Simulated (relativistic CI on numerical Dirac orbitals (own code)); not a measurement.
## Cs¹⁹⁺: sensitivity of the levels to the model

Base calculation: Dirac-Coulomb-Breit CI, orbitals from a KLI potential per configuration, model QED (radiative potential, 1s self-energy scaled to tabulated hydrogen-like ionisation energies), unscaled Slater integrals.

Configurations in the expansion (outside the closed core [Ar] 3d10): 4s²4p⁶, 4s²4p⁵4d, 4s4p⁶4d, 4s²4p⁵4f, 4s4p⁶4f, 4s²4p⁵5s, 4s²4p⁵5p, 4s4p⁶5s, 4s²4p⁵5d, 4p⁶4d4f, 4s4p⁶5p, 4s²4p⁵5f, 4s²4p⁵5g, 4s4p⁶5d, 4s²4p⁵6s, 4s²4p⁵6p, 4s²4p⁵6d, 4s4p⁶5f, 4p⁶4f5s, 4s²4p⁵6f, 4s4p⁶5g, 4p⁶4d², 4p⁵4d³, 4p⁵4d²4f, 4p⁵4d²5s, 4p⁵4d²5p, 4p⁶4f², 4p⁵4d4f², 4p⁵4f³, 4p⁵4f²5s, 4p⁵4f²5p, 4p⁶4d5s, 4p⁵4d4f5s, 4p⁵4d5s², 4p⁵4d5s5p. Double excitations out of closed p, d and f shells are left out; levels of such configurations are missing from the list, as are those of other unlisted configurations, and high levels can miss mixing partners. These lack a partner that the ground configuration has and come out too high: 4s²4p⁵5d, 4s²4p⁵5f, 4s²4p⁵5g, 4s²4p⁵6s, 4s²4p⁵6p.

Variants: (1) configuration mixing switched off. Shifts of the energy above 4s²4p⁶ ¹S0, in cm⁻¹, for the lowest level and the first level of each name with at least 55 % of one term (blank where a level changes its place among those of its configuration and J or its character, or is not in the variant):

| Level | Base | Δ(1) |
| --- | --- | --- |
| 4s²4p⁶ ¹S0 | 0 | 0 |
| 4s²4p⁵4d ³P°0 | 667825 | -316 |
| 4s²4p⁵4d ³P°1 | 681900 | -306 |
| 4s²4p⁵4d ³F°3 | 703600 | +1978 |
| 4s²4p⁵4d ³F°4 | 712635 | +2843 |
| 4s²4p⁵4d ³D°3 | 755463 | -77 |
| 4s²4p⁵4d ³D°1 | 799630 | -220 |
| 4s²4p⁵4d ³F°2 | 836118 | +1901 |
| 4s²4p⁵4d ¹P°1 | 997602 | +977 |
| 4s4p⁶4d ³D1 | 1314659 | +26533 |
| 4s4p⁶4d ³D2 | 1324815 | +24510 |
| 4s4p⁶4d ³D3 | 1344704 | +23258 |
| 4s4p⁶4d ¹D2 | 1414118 | +5071 |
| 4s²4p⁵4f ³G5 | 1577319 | +662 |
| 4s²4p⁵4f ³G4 | 1585327 | +530 |
| 4s²4p⁵4f ³D1 | 1586190 | -25350 |
| 4s²4p⁵4f ³D2 | 1594071 | -21755 |
| 4s²4p⁵4f ³F4 | 1612518 | +101 |
| 4s²4p⁵4f ³G3 | 1724632 | +404 |
| 4s²4p⁵5s ³P°2 | 1938010 | +2129 |
| 4s²4p⁵5s ¹P°1 | 1947555 | +1341 |
| 4s²4p⁵5s ³P°0 | 2077692 | +3014 |

At this charge energies of transitions that change n are usually good to better than 1 %, and those within a shell (Δn = 0) to a few per cent.

Ionisation energy from the two ground configurations alone: base 596.768 eV. The NIST ASD value (theoretical) is 597 eV.

LS names give the leading component of a level, which can be under half, so a name can repeat, a term be missing and a line seem to break the LS rules.
